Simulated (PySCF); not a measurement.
## RuH₂ + RuCl₂ → 2 RuHCl

Level: PBE0 in the def2-TZVP basis family, computed in PySCF with density fitting; scalar-relativistic core potentials for atoms from Rb on, none lighter, no spin–orbit coupling; open shells unrestricted.

| species | state and structure | E (Eh) | ZPE (kJ/mol) | H(298 K) − H(0) (kJ/mol) | S° (J/(mol K)) |
| --- | --- | --- | --- | --- | --- |
| RuH₂ | triplet, C2v, Ru–H 1.559 Å (×2); H–Ru–H 75.0° | -95.99409 | 29.3 | 10.2 | 233.7 |
| RuCl₂ | quintet, D∞h, Ru–Cl 2.230 Å (×2) | -1015.07402 | 5.5 | 14.6 | 302.7 |
| RuHCl | quintet, Cs, Ru–Cl 2.258 Å, Ru–H 1.667 Å; Cl–Ru–H 152.7° | -555.52148 | 15.1 | 12.0 | 281.5 |

(1) What is the electronic reaction energy?

(2) Add zero-point, thermal and entropy terms for 298.15 K and 1 bar.

## Answers

(1) At PBE0/def2-TZVP, ΔE = 66.0 kJ/mol from the differences of the total energies times 2625.5, uphill. The bond energies do not simply add up: the mixed species is disfavoured.

(2) ΔZPE = -4.6 and Δ[H(298) − H(0)] = -0.8 kJ/mol give ΔH° = 60.6 kJ/mol. ΔS° = 26.6 J/(mol K), so ΔG° = 60.6 − 298.15 × (0.0266) = 53 kJ/mol and log₁₀K = -9.2.

Open d or f shells are single determinants, so the state found may not be the ground state. The structures come from searches over a few start shapes, so lower isomers are not excluded.
